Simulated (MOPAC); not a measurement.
MOPAC input (AM1):

```
AM1 1SCF CHARGE=-1 GEO-OK AUX(PRECISION=9) THREADS=1
H3Si2

Si   -1.18570912 1    0.14764476 1   -0.01563206 1
Si    1.00481334 1   -0.04033968 1    0.00841917 1
H    -1.32550406 1   -1.38275470 1    0.07066875 1
H     1.90470915 1   -1.24441151 1    0.08247083 1
H     1.95333576 1    1.12489513 1   -0.05215915 1
```

From the last part of the output:

```
                                                       MOPAC v23.2.5 Linux

          FINAL HEAT OF FORMATION =         46.22402 KCAL/MOL =     193.40129 KJ/MOL

          COSMO AREA              =        112.50 SQUARE ANGSTROMS
          COSMO VOLUME            =        104.66 CUBIC ANGSTROMS

          IONIZATION POTENTIAL    =          2.523140 EV
          HOMO LUMO ENERGIES (EV) =         -2.523  3.803
          NO. OF FILLED LEVELS    =          6
          MOLECULAR WEIGHT        =         59.1947         POINT GROUP:  Cs

          MOLECULAR DIMENSIONS (Angstroms)

            Atom       Atom       Distance
            H     5    H     3     4.12967
            H     4   Si     1     2.98673
           Si     2    H     4     0.00000

          SCF CALCULATIONS        =          1

   ATOM   CHEMICAL          X               Y               Z
  NUMBER   SYMBOL      (ANGSTROMS)     (ANGSTROMS)     (ANGSTROMS)

     1      Si         -1.18570912  *   0.14764476  *  -0.01563206  *
     2      Si          1.00481334  *  -0.04033968  *   0.00841917  *
     3       H         -1.32550406  *  -1.38275470  *   0.07066875  *
     4       H          1.90470915  *  -1.24441151  *   0.08247083  *
     5       H          1.95333576  *   1.12489513  *  -0.05215915  *

                             CARTESIAN COORDINATES

   1   Si       -1.185709120     0.147644760    -0.015632060
   2   Si        1.004813340    -0.040339680     0.008419170
   3    H       -1.325504060    -1.382754700     0.070668750
   4    H        1.904709150    -1.244411510     0.082470830
   5    H        1.953335760     1.124895130    -0.052159150

           Empirical Formula: H3 Si2  =     5 atoms

      MOLECULAR POINT GROUP   :   Cs

                  EIGENVALUES
  -8.88821  -8.50691  -6.90319  -5.14916  -2.93414  -2.52314   3.80280   5.69444
   6.76427   7.14829   7.67781

              NET ATOMIC CHARGES AND DIPOLE CONTRIBUTIONS

  ATOM NO.   TYPE          CHARGE      No. of ELECS.   s-Pop       p-Pop
    1         Si          -0.034934        4.0349     1.39393     2.64100
    2         Si          -0.487251        4.4873     0.93316     3.55409
    3          H          -0.234757        1.2348     1.23476
    4          H          -0.127402        1.1274     1.12740
    5          H          -0.115656        1.1157     1.11566
 DIPOLE           X         Y         Z       TOTAL
 POINT-CHG.    -3.114     1.887    -0.126     3.643
 HYBRID         3.350    -2.655     0.172     4.278
 SUM            0.236    -0.768     0.045     0.805

          ATOMIC ORBITAL ELECTRON POPULATIONS

     Atom    s        px        py        pz
    1 Si   1.39393   1.13319   1.05751   0.45029
    2 Si   0.93316   1.08519   0.91907   1.54984
    3  H   1.23476
    4  H   1.12740
    5  H   1.11566

 **********************
 *                    *
 * JOB ENDED NORMALLY *
 *                    *
 **********************

 == MOPAC DONE ==
```

The dipole moment of an ion depends on the origin.
